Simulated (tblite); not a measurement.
C3H9AlF3N.
SMILES with atom numbers: `[NH3+:1][AlH2-:2][CH2:3][CH2:4][C:5]([F:6])([F:7])[F:8]` (hydrogens: H9, H10, H11 on N1; H12, H13 on Al2; H14, H15 on C3; H16, H17 on C4)

Computed with GFN2-xTB (tblite), gas phase: L-BFGS steps from a force-field or distance-geometry start until the largest atomic force falls under 0.01 eV/Å.

Step 14: E = -795.1126 eV
```
atom  x, y, z in Å  |  force x, y, z in eV/Å
N1      2.0766    0.9651    0.6096   -0.002  -0.061   0.017
Al2     1.2388   -0.9106    0.2982   -0.101   0.045  -0.151
C3     -0.1489   -0.5768   -1.1791   -0.142  -0.054  -0.003
C4     -1.5611   -0.6024   -0.5768   -0.207  -0.003   0.109
C5     -1.7870    0.5857    0.3197   -0.034   0.089   0.085
F6     -1.6861    1.7678   -0.3204    0.061  -0.033  -0.054
F7     -0.8930    0.6611    1.3296    0.080   0.007  -0.085
F8     -3.0047    0.5946    0.8934    0.101  -0.054  -0.015
H9      1.5506    1.7738    0.2753    0.087  -0.096   0.113
H10     2.2119    1.0483    1.6169   -0.054   0.063  -0.109
H11     2.9967    0.9618    0.1677   -0.139   0.043   0.041
H12     2.5338   -1.6348   -0.1575    0.048   0.043  -0.040
H13     0.7397   -1.3598    1.7067   -0.017   0.035  -0.037
H14    -0.0921   -1.4669   -1.8300    0.043   0.051   0.020
H15    -0.1250    0.2682   -1.8847    0.216  -0.026   0.135
H16    -2.3640   -0.5706   -1.3235    0.072  -0.074  -0.037
H17    -1.6931   -1.4924    0.0447   -0.014   0.024   0.011
```

Step 15: E = -795.1213 eV
```
atom  x, y, z in Å  |  force x, y, z in eV/Å
N1      2.0733    0.9611    0.6122    0.000  -0.033   0.016
Al2     1.2353   -0.9125    0.2942   -0.006   0.043  -0.084
C3     -0.1525   -0.5806   -1.1710   -0.210  -0.061  -0.044
C4     -1.5694   -0.6082   -0.5765   -0.197   0.040   0.133
C5     -1.7873    0.5868    0.3169   -0.014   0.071   0.029
F6     -1.6833    1.7635   -0.3347    0.018  -0.053  -0.029
F7     -0.8779    0.6685    1.3151   -0.015  -0.025  -0.093
F8     -3.0025    0.6035    0.8982    0.198  -0.037  -0.018
H9      1.5447    1.7682    0.2788    0.086  -0.086   0.105
H10     2.2088    1.0477    1.6194   -0.048   0.048  -0.122
H11     2.9928    0.9606    0.1684   -0.150   0.039   0.054
H12     2.5380   -1.6218   -0.1531    0.071   0.024  -0.084
H13     0.7592   -1.3684    1.7014   -0.076   0.027   0.023
H14    -0.0947   -1.4595   -1.8348    0.044   0.012   0.008
H15    -0.1190    0.2729   -1.8642    0.192   0.002   0.106
H16    -2.3690   -0.5732   -1.3307    0.128  -0.086   0.051
H17    -1.7035   -1.4966    0.0504   -0.021   0.075  -0.051
```

Step 16: E = -795.1291 eV
```
atom  x, y, z in Å  |  force x, y, z in eV/Å
N1      2.0693    0.9559    0.6147   -0.015  -0.013   0.010
Al2     1.2318   -0.9124    0.2886    0.076  -0.006   0.007
C3     -0.1599   -0.5855   -1.1635   -0.183  -0.052  -0.054
C4     -1.5798   -0.6126   -0.5742   -0.107   0.056   0.086
C5     -1.7873    0.5891    0.3143    0.018   0.022  -0.042
F6     -1.6805    1.7590   -0.3495   -0.021  -0.047  -0.005
F7     -0.8633    0.6748    1.2999   -0.078  -0.035  -0.077
F8     -2.9975    0.6114    0.9029    0.217   0.001   0.011
H9      1.5401    1.7616    0.2839    0.044  -0.035   0.070
H10     2.2052    1.0478    1.6203   -0.036   0.023  -0.075
H11     2.9870    0.9602    0.1698   -0.102   0.026   0.039
H12     2.5436   -1.6090   -0.1507    0.074   0.021  -0.120
H13     0.7764   -1.3764    1.6970   -0.117   0.029   0.050
H14    -0.0964   -1.4525   -1.8397    0.018  -0.025  -0.009
H15    -0.1097    0.2777   -1.8423    0.137   0.023   0.075
H16    -2.3718   -0.5775   -1.3366    0.113  -0.080   0.101
H17    -1.7141   -1.4996    0.0550   -0.037   0.094  -0.068
```

**Question.** Estimate the geometry and energy of step 17. (The exact step hangs on the optimiser's Hessian estimate; all steps are aligned on step 16, rigid shifts and turns removed.)

**Answer.** E = -795.1344 eV, largest force 0.164 eV/Å
```
atom  x, y, z in Å  |  force x, y, z in eV/Å
N1      2.0657    0.9516    0.6167   -0.036  -0.005   0.003
Al2     1.2310   -0.9117    0.2849    0.096  -0.063   0.063
C3     -0.1684   -0.5900   -1.1588   -0.065  -0.036  -0.028
C4     -1.5885   -0.6146   -0.5712    0.007   0.039   0.005
C5     -1.7867    0.5911    0.3112    0.041  -0.020  -0.081
F6     -1.6791    1.7554   -0.3612   -0.038  -0.014  -0.002
F7     -0.8537    0.6784    1.2878   -0.072  -0.028  -0.040
F8     -2.9905    0.6175    0.9068    0.151   0.033   0.054
H9      1.5371    1.7565    0.2886   -0.010   0.023   0.031
H10     2.2021    1.0482    1.6201   -0.023   0.001  -0.003
H11     2.9813    0.9603    0.1714   -0.034   0.011   0.010
H12     2.5496   -1.5996   -0.1511    0.066   0.026  -0.138
H13     0.7869   -1.3823    1.6955   -0.130   0.038   0.047
H14    -0.0976   -1.4481   -1.8437   -0.020  -0.044  -0.021
H15    -0.1012    0.2819   -1.8249    0.079   0.023   0.053
H16    -2.3721   -0.5820   -1.3390    0.037  -0.059   0.088
H17    -1.7229   -1.5005    0.0570   -0.051   0.074  -0.040
```

The energy changes by -0.0053 eV. The first-order estimate −F·Δx gives -0.0077 eV and the mean of the old and new forces, exact on a quadratic surface, -0.0053 eV. The step makes an angle of 69° with the force vector and moves no atom by more than 0.020 Å.

Run on one thread, Arm Neoverse N1 (shared host).
